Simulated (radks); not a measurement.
All-electron atom: Ni III in [Ar] 3d8. Method: scalar-relativistic Kohn-Sham, exchange-only LDA, spin-polarised, spherical densities, point nucleus; open shells are filled with parallel spins first; computed with a radial shooting solver on a logarithmic mesh with Libxc functionals.

Normalised radial functions P(r) = r R(r), r in bohr:

r         3p down
0.006029   0.0089
0.008711   0.0176
0.01249    0.0337
0.01804    0.0643
0.02607    0.1188
0.03736    0.2067
0.05398    0.3396
0.07737    0.4985
0.1118     0.6276
0.1615     0.5913
0.2315     0.2535
0.3345    -0.3934
0.4794    -1.0168
0.6927    -1.2071
1.001     -0.8766
1.435     -0.4083
2.073     -0.1086
2.995     -0.0138

3p down: eigenvalue -88.030 eV, 1 radial node at r = 0.271 bohr, <r> = 0.782 bohr, 90 % of the charge inside 1.21 bohr.
